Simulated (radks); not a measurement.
Task: Ionisation ladder of antimony, from Sb44+ to Sb50+. Each ion is in the ground configuration listed by NIST, and IE = E(next ion) - E(this ion), with E = 0 for the bare nucleus. Calculated with a radial shooting solver on a logarithmic mesh with Libxc functionals: scalar-relativistic Kohn-Sham, BLYP, spin-polarised, spherical densities, finite nucleus; open shells are filled with parallel spins first (spin-orbit coupling, left out, can overturn this in heavy ions); Fermi nuclear charge, rms radius 4.6802 fm.

| species | configuration | IE, Delta-SCF (eV) | <r> HOMO (bohr) |
|---|---|---|---|
| Sb44+ | [He] 2s2 2p3 | ? | 0.102 |
| Sb45+ | [He] 2s2 2p2 | 7732.5 | 0.101 |
| Sb46+ | [He] 2s2 2p1 | 7950.4 | 0.100 |
| Sb47+ | [He] 2s2 | 8470.5 | 0.116 |
| Sb48+ | [He] 2s1 | 8684.5 | 0.115 |
| Sb49+ | [He] | ? | 0.0282 |
| Sb50+ | 1s1 | ? | 0.0280 |

Estimate the withheld Delta-SCF values.

Result: Sb44+: 7510.9 eV (NIST 7390); Sb49+: 35792 eV (NIST 35710.0); Sb50+: 36703 eV (NIST 36668.2).
